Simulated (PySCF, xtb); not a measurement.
CBr, SMILES [C]Br (connectivity only; charge and spin as stated), neutral, multiplicity 2.

Harmonic wavenumbers (cm⁻¹) from GFN2-xTB (xtb) at its own minimum, in rising order: 851.

Problem. What does B3LYP-D3(BJ)/def2-TZVPD (PySCF 2.14.0) give at its own minimum? (Estimate from the structure and the level; the computed values follow.)

Solution. 711. Paired by order, the mean absolute difference is 141 cm⁻¹ and the zero-point energies are 1.2 and 1.0 kcal/mol.
